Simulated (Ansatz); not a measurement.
Geometry optimisation, RKS PBE/def2-SVP (Ansatz).

Input file:

```yaml
crystal:
  periodic: [false, false, false]
  atoms:
    - { symbol: W, position_ang: [0.033183, -0.386536, -0.221104] }
    - { symbol: F, position_ang: [-0.195419, -0.524275, 2.809358] }
    - { symbol: H, position_ang: [0.934702, 0.894622, -0.910848] }
    - { symbol: H, position_ang: [0.681734, 0.981657, 0.591415] }
    - { symbol: F, position_ang: [-1.584964, 0.498247, -0.191709] }
    - { symbol: Cl, position_ang: [-0.93353, -2.562056, -0.322737] }
    - { symbol: H, position_ang: [0.396261, -0.563458, -1.853618] }
    - { symbol: O, position_ang: [1.555762, -1.177802, 0.637669] }
    - { symbol: H, position_ang: [1.627539, -2.154614, 0.671302] }
    - { symbol: H, position_ang: [0.710933, -0.570584, 2.587471] }
basis:
  gaussian: { orbitals: def2-SVP }
hamiltonian:
  xc: pbe
relax:
  f_tol: 0.03
  max_steps: 50
```

Command:

```bash
$ ansatz run input.yaml --threads 4 --pin off --max-ram 5120MiB --backend cpu --events-out ev --progress --plain --runs-dir out
```

Question: Where does it end, and by what steps?

Answer: The forces met the threshold. After 33 steps the energy has fallen by 0.336 eV; H9 moved furthest, 0.95 Å. Joined: W1–F2 (3.04 → 2.56 Å).

| step | energy less start (eV) | largest force component (eV/Å) | accepted |
| --- | --- | --- | --- |
| 0 | 0.0000 | 0.538 | yes |
| 2 | -0.0718 | 0.352 | yes |
| 4 | -0.0916 | 0.198 | yes |
| 6 | -0.0935 | 0.065 | yes |
| 8 | -0.0965 | 0.050 | yes |
| 10 | -0.1001 | 0.164 | yes |
| 12 | -0.1177 | 0.395 | yes |
| 14 | -0.0783 | 1.929 | no |
| 16 | -0.2049 | 0.475 | yes |
| 18 | -0.2277 | 1.378 | yes |
| 20 | -0.2900 | 0.488 | yes |
| 22 | -0.3102 | 0.309 | yes |
| 24 | -0.3247 | 0.212 | yes |
| 26 | -0.3329 | 0.190 | yes |
| 28 | -0.3348 | 0.069 | yes |
| 30 | -0.3350 | 0.055 | no |
| 32 | -0.3356 | 0.041 | yes |
| 33 | -0.3358 | 0.008 | yes |

```xyz
10
Properties=species:S:1:pos:R:3
W 0.065 -0.591 -0.049
F -0.310 -0.757 2.480
H 0.945 0.708 -0.723
H 0.837 0.660 0.902
F -1.358 0.600 0.085
Cl -1.425 -2.405 -0.348
H 0.207 -0.545 -1.724
O 1.611 -1.545 0.230
H 2.477 -1.743 0.623
H 0.178 0.054 2.322
```

Whether the end is a true minimum wasn't checked by a vibrational analysis.

The run took 61 s on 4 threads of Arm Neoverse V2, with other jobs on the host, peak memory 0.17 GiB.
